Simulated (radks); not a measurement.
The numbers below are computed, except where a source is named.
Question: Hg V, 76 electrons, occupied as [Xe] 4f14 5d8. Level of theory: scalar-relativistic Kohn-Sham, BLYP, spin-polarised, spherical densities, point nucleus; open shells are filled with parallel spins first (spin-orbit coupling, left out, can overturn this in heavy ions) (a radial shooting solver on a logarithmic mesh with Libxc functionals). Some entries of the table are withheld. Estimate them.

orbital  occ.  eigenvalue (hartree)  r(max) (bohr)  <r^2> (bohr^2)
1s down     1             -3059.291        0.01022       0.0003805
1s up       1             -3059.291        0.01022       0.0003805
2s up       1             -543.7559        0.05913        0.005792
2s down     1             -543.7491        0.05913        0.005792
2p up       3             -469.0810        0.04906        0.004897
2p down     3             -469.0754        0.04906        0.004897
3s up       1             -130.4596         0.1667         0.03732
3s down     1             -130.4569         0.1667         0.03732
3p up       3             -108.8915         0.1664         0.03848
3p down     3             -108.8886         0.1664         0.03848
3d up       5             -86.22331         0.1355         0.03187
3d down     5             -86.21832         0.1355         0.03187
4s up       1             -30.13999         0.3756          0.1798
4s down     1             -30.13321         0.3756          0.1798
4p up       3             -23.06997         0.3957          0.2057
4p down     3             -23.06363         0.3957          0.2057
4d up       5             -14.69033         0.4027          0.2327
4d down     5             -14.68301         0.4027          0.2326
5s up       1              -6.21457            (1)             (2)
5s down     1              -6.17215            (3)             (4)
4f up       7              -5.39963         0.3663          0.2806
4f down     7              -5.38975         0.3663          0.2795
5p up       3              -4.29657         0.9253           1.187
5p down     3              -4.24564         0.9233           1.184
5d up       5              -2.12216          1.133             (5)
5d down     3              -2.06761          1.132             (6)

Answer: 
(1) 5s up r(max) (bohr): 0.8265
(2) 5s up <r^2> (bohr^2): 0.9023
(3) 5s down r(max) (bohr): 0.8251
(4) 5s down <r^2> (bohr^2): 0.8988
(5) 5d up <r^2> (bohr^2): 2.060
(6) 5d down <r^2> (bohr^2): 2.081
